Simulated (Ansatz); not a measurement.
Total energies of Ge$_{2}$H$_{10}$Si$_{2}$ (`[SiH3][GeH2][SiH2][GeH3]`).

```xyz
14

Si   -0.943   -2.075    0.776
Ge    0.674   -1.283   -0.780
Si    1.356    0.923   -0.203
Ge   -0.549    2.338   -0.035
H    -0.383   -2.025    2.153
H    -2.149   -1.208    0.721
H    -1.341   -3.475    0.469
H     1.889   -2.230   -0.809
H     0.057   -1.267   -2.192
H     2.057    0.889    1.110
H     2.297    1.463   -1.222
H    -1.476    1.837    1.087
H    -0.148    3.789    0.278
H    -1.341    2.324   -1.353
```

Charge 0, multiplicity 1. Correlated methods include outer-core shells of Ge, which these sets cover unevenly. Scalar relativity is left out up to krypton. Geometry: relaxed with PBE0-D4/def2-TZVP. It is one conformer, not always the lowest. Basis def2-TZVPP, Ansatz.

RPA on PBE orbitals: Hartree–Fock energy of these orbitals -4734.35011 Eh, correlation -1.39446 Eh (frozen core).

```tsv
functional	energy without D4 (Eh)	D4 term (kJ/mol)
ωB97X-V	-4738.55335	–
ωB97M-V	-4738.70836	–
```

Q: Give the same for LDA (SPW92), PBE, revPBE, BLYP, r2SCAN, B97M-V, PBE0, B3LYP, r2SCANh, r2SCAN0, HSE06 (plane-wave form), BHLYP, CAM-B3LYP, LC-ωPBE, B2PLYP, PBE-QIDH. (Best estimate.)

A: The calculation gave: 
| functional | energy without D4 (Eh) | D4 term (kJ/mol) |
| --- | --- | --- |
| LDA (SPW92) | -4730.28793 | – |
| PBE | -4738.06676 | -35.1 |
| revPBE | -4738.57732 | -84.7 |
| BLYP | -4739.09586 | -73.0 |
| r2SCAN | -4738.94720 | -8.9 |
| B97M-V | -4738.10426 | – |
| PBE0 | -4738.24635 | -30.7 |
| B3LYP | -4739.16760 | -56.9 |
| r2SCANh | -4738.92921 | -9.7 |
| r2SCAN0 | -4738.90425 | -10.8 |
| HSE06 (plane-wave form) | -4738.23258 | -29.2 |
| BHLYP | -4738.97496 | -51.0 |
| CAM-B3LYP | -4739.26496 | -32.2 |
| LC-ωPBE | -4738.30195 | – |
| B2PLYP | -4738.02592 | – |
| PBE-QIDH | -4737.42163 | – |

B3LYP takes the VWN-RPA correlation (the form of Gaussian; ORCA's B3LYP/G). HSE06 is the plane-wave form, built on full-range PBE exchange. The double hybrids freeze the cores in their second-order part.

LC-ωPBE has ω = 0.4 bohr⁻¹.
